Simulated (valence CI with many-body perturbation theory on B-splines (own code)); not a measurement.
## E1 transitions of Re XXVI

Computed by relativistic CI+MBPT: four valence electrons over a frozen Dirac-Fock core [Kr] 4d10, a basis of 7 s, 7 p, 7 d, 7 f, 4 g, 2 h functions for each j, with the one-electron correlation potential Σ1 (screened to all orders), the two-electron term Σ2, the three-electron term Σ3, Breit, model QED; selected single and double excitations, second order for the rest, scaled by the run's own slope (own B-spline code, finite nucleus).

No measured levels were compared; by estimate terms of the open shell hold to a few per cent of their energy, and close levels can change places.

Lines 1 to 50 of 350 in falling wavelength, among levels below 1278100 cm⁻¹, chosen from the strongest by gf and those to the six lowest levels. Wavelengths and rates use the calculated energies, so an error of 2000 cm⁻¹ moves a line at 463.5 Å by 0.93 % and its rate by three times that or more. Electric multipoles are in the length gauge, E1 and E2 with the static RPA response of the core. Weak lines are less certain than strong ones. Lines between different terms over intervals too small for the method are left out, as are lines whose strength nearly cancels. Where a level lies close to another of its J and parity, the split of strength between their lines is uncertain. The highest levels of a list are the least certain.

Names give the largest LS component (configuration and term), which can be under half, so a name can repeat, a term be missing and a line seem to break the LS rules; names also repeat where a configuration has a term twice. Letters in brackets count levels of one name in rising energy.

```tsv
λ vac (Å)	Upper	Lower	A (s⁻¹)	S (a.u.) with core polarisation	S without
463.5	4f3 5p 5G_2	4f3 5s 3G°_3 [d]	4.24e+05	1.04e-04	1.35e-04
432.4	4f3 5p 5G_3	4f3 5s 3G°_3 [d]	8.49e+05	2.37e-04	3.07e-04
427.4	4f3 5p 5G_3	4f3 5s 3G°_4 [c]	8.02e+05	2.16e-04	2.80e-04
419.5	4f3 5p 3H_4 [b]	4f3 5s 1F°_3 [a]	7.63e+05	2.50e-04	3.25e-04
411.0	4f3 5p 5H_3	4f3 5s 1D°_2 [b]	4.25e+05	1.02e-04	1.32e-04
405.4	4f3 5p 5K_5	4f3 5s 3I°_5 [b]	9.20e+05	3.33e-04	4.31e-04
402.8	4f3 5p 5H_3	4f3 5s 3D°_3 [c]	7.43e+05	1.68e-04	2.18e-04
402.5	4f3 5p 5H_6	4f3 5s 1H°_5 [b]	3.82e+05	1.60e-04	2.07e-04
400.8	4f3 5p 5K_6	4f3 5s 1I°_6	5.33e+05	2.20e-04	2.85e-04
400.3	4f3 5p 5K_6	4f3 5s 3L°_7 [b]	3.74e+05	1.54e-04	2.00e-04
399.2	4f3 5p 3I_5	4f3 5s 1H°_5 [b]	2.61e+05	9.00e-05	1.16e-04
382.7	4f3 5p 3D_2	4f3 5s 3D°_2 [d]	2.53e+06	3.50e-04	4.52e-04
378.6	4f3 5p 5K_7	4f3 5s 1L°_8	2.98e+05	1.20e-04	1.55e-04
378.0	4f3 5p 5K_6	4f3 5s 3G°_5 [b]	2.96e+05	1.02e-04	1.32e-04
377.5	4f3 5p 5K_5	4f3 5s 1H°_5 [a]	4.58e+05	1.34e-04	1.73e-04
375.7	4f3 5p 5K_6	4f3 5s 3I°_6 [b]	4.10e+05	1.39e-04	1.80e-04
375.4	4f3 5p 3H_4 [b]	4f3 5s 3F°_3 [a]	5.85e+06	1.37e-03	1.78e-03
375.3	4f3 5p 3H_4 [a]	4f3 5s 5D°_3	7.86e+05	1.85e-04	2.39e-04
374.9	4f3 5p 5G_3	4f3 5s 3F°_3 [a]	1.13e+06	2.06e-04	2.67e-04
374.8	4f3 5p 3D_1	4f3 5s 3D°_1 [d]	2.50e+06	1.95e-04	2.53e-04
373.0	4f3 5p 3D_2	4f3 5s 3F°_2 [b]	4.56e+06	5.84e-04	7.57e-04
373.0	4f3 5p 3H_4 [a]	4f3 5s 3G°_3 [c]	3.94e+05	9.09e-05	1.18e-04
370.8	4f3 5p 5K_7	4f3 5s 1I°_6	2.04e+06	7.70e-04	9.91e-04
370.4	4f3 5p 5K_7	4f3 5s 3L°_7 [b]	5.77e+05	2.17e-04	2.78e-04
370.1	4f3 5p 5I_5	4f3 5s 3I°_6 [b]	3.46e+05	9.51e-05	1.23e-04
369.5	4f3 5p 5K_5	4f3 5s 3K°_6	2.36e+06	6.48e-04	8.37e-04
368.7	4f3 5p 5H_3	4f3 5s 3F°_2 [b]	2.29e+06	3.97e-04	5.11e-04
368.5	4f3 5p 3H_4 [a]	4f3 5s 3G°_4 [a]	3.44e+05	7.64e-05	9.80e-05
368.1	4f3 5p 3I_5	4f3 5s 3H°_4 [c]	7.46e+05	2.02e-04	2.61e-04
368.0	4f3 5p 3H_4 [b]	4f3 5s 3D°_3 [b]	1.30e+06	2.88e-04	3.73e-04
367.5	4f3 5p 5K_5	4f3 5s 3H°_6 [a]	3.91e+05	1.05e-04	1.36e-04
367.1	4f3 5p 5H_6	4f3 5s 1I°_6	8.33e+05	2.64e-04	3.41e-04
366.9	4f3 5p 5K_6	4f3 5s 3I°_5 [b]	1.42e+06	4.51e-04	5.81e-04
366.7	4f3 5p 5H_6	4f3 5s 3L°_7 [b]	2.28e+05	7.21e-05	9.18e-05
366.6	4f3 5p 5K_7	4f3 5s 3L°_8	3.43e+06	1.25e-03	1.61e-03
366.2	4f3 5p 3D_1	4f3 5s 3D°_1 [c]	2.25e+06	1.63e-04	2.12e-04
364.8	4f3 5p 3H_4 [b]	4f3 5s 3H°_4 [c]	4.27e+05	9.20e-05	1.20e-04
364.6	4f3 5p 3D_2	4f3 5s 3D°_3 [b]	6.72e+05	8.04e-05	1.04e-04
364.3	4f3 5p 3I_5	4f3 5s 1I°_6	1.91e+06	5.02e-04	6.49e-04
364.1	4f3 5p 5K_7	4f3 5s 3I°_7 [b]	2.54e+05	9.09e-05	1.17e-04
363.8	4f3 5p 3H_4 [a]	4f3 5s 1H°_5 [a]	6.13e+05	1.31e-04	1.69e-04
360.9	4f3 5p 5G_2	4f3 5s 3D°_2 [b]	2.44e+06	2.84e-04	3.67e-04
360.5	4f3 5p 5H_6	4f3 5s 3I°_7 [b]	2.09e+06	6.29e-04	8.07e-04
358.1	4f3 5p 5K_5	4f3 5s 5G°_4	1.58e+06	3.93e-04	5.06e-04
357.6	4f3 5p 3D_1	4f3 5s 5D°_0	1.87e+06	1.27e-04	1.65e-04
357.4	4f3 5p 3D_2	4f3 5s 3D°_1 [d]	7.81e+05	8.80e-05	1.13e-04
357.4	4f3 5p 5H_3	4f3 5s 3H°_4 [c]	1.63e+06	2.58e-04	3.33e-04
356.0	4f3 5p 5I_5	4f3 5s 3H°_6 [b]	6.40e+05	1.57e-04	2.00e-04
355.1	4f3 5p 5I_5	4f3 5s 3G°_4 [b]	2.56e+07	6.23e-03	8.06e-03
355.0	4f3 5p 5H_6	4f3 5s 3G°_5 [c]	8.74e+06	2.51e-03	3.24e-03
```
